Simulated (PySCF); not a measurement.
**Bonding in `C=C[SiH2]NC`**

C3H9NSi.
Atom-mapped SMILES: `[CH2:1]=[CH:2][SiH2:3][NH:4][CH3:5]` (hydrogens: H6, H7 on C1; H8 on C2; H9, H10 on Si3; H11 on N4; H12, H13, H14 on C5)

Cartesian coordinates in Å at the GFN2-xTB level; atoms count from 1:
```
atom  x, y, z in Å
C1     2.1821    0.1201    1.1451
C2     1.9483    0.0858   -0.1561
Si3    0.2609    0.2018   -0.9780
N4    -0.8988   -0.1677    0.2348
C5    -2.3205   -0.1478   -0.0038
H6     1.3800    0.2073    1.8603
H7     3.1768    0.0666    1.5634
H8     2.7953    0.0084   -0.8264
H9    -0.0389    1.5675   -1.4277
H10    0.2592   -0.6919   -2.1542
H11   -0.6494   -0.8584    0.9272
H12   -2.8592    0.0128    0.9326
H13   -2.5511    0.6715   -0.6810
H14   -2.6855   -1.0766   -0.4582
```

Bond orders from the PBE0/pcSseg-1 density (PySCF). The structure is a single GFN2-xTB conformer in the gas phase; no vibrational or solvent corrections.

(1) How far do the computed orders between heavy atoms stray from the drawn ones?

(2) Give the Mayer order of every bond, beside its length.

(3) Sum the orders of all bonds at each heavy atom with more than one neighbour and set the sums beside the valence in the SMILES.

## Answers

(1) The largest departure is 0.108, at C2–Si3 (drawn single, 0.892).

(2) 
```json
{"bond": "C1–C2", "drawn as": "double", "length (Å)": "1.322", "Mayer order": "1.998"}
{"bond": "C2–Si3", "drawn as": "single", "length (Å)": "1.881", "Mayer order": "0.892"}
{"bond": "Si3–N4", "drawn as": "single", "length (Å)": "1.718", "Mayer order": "1.006"}
{"bond": "N4–C5", "drawn as": "single", "length (Å)": "1.442", "Mayer order": "0.976"}
{"bond": "C1–H6", "drawn as": "single", "length (Å)": "1.078", "Mayer order": "0.952"}
{"bond": "C1–H7", "drawn as": "single", "length (Å)": "1.080", "Mayer order": "0.953"}
{"bond": "C2–H8", "drawn as": "single", "length (Å)": "1.083", "Mayer order": "0.942"}
{"bond": "Si3–H9", "drawn as": "single", "length (Å)": "1.469", "Mayer order": "0.919"}
{"bond": "Si3–H10", "drawn as": "single", "length (Å)": "1.477", "Mayer order": "0.877"}
{"bond": "N4–H11", "drawn as": "single", "length (Å)": "1.009", "Mayer order": "0.926"}
{"bond": "C5–H12", "drawn as": "single", "length (Å)": "1.092", "Mayer order": "0.969"}
{"bond": "C5–H13", "drawn as": "single", "length (Å)": "1.088", "Mayer order": "0.967"}
{"bond": "C5–H14", "drawn as": "single", "length (Å)": "1.096", "Mayer order": "0.965"}
```

(3) C1 3.903 (drawn 4), C2 3.832 (drawn 4), Si3 3.694 (drawn 4), N4 2.908 (drawn 3), C5 3.877 (drawn 4). Orders between atoms that aren't bonded are not in these sums.

The Mayer order sums products of elements of PS (density times overlap matrix) between the two atoms' basis functions, so it depends on the basis set.

The run behind these numbers computed NMR shieldings as well. The run took 12 s of wall time on one thread, Arm Neoverse V1 (aarch64), on a shared host, and the process peaked at 0.66 GiB of memory.
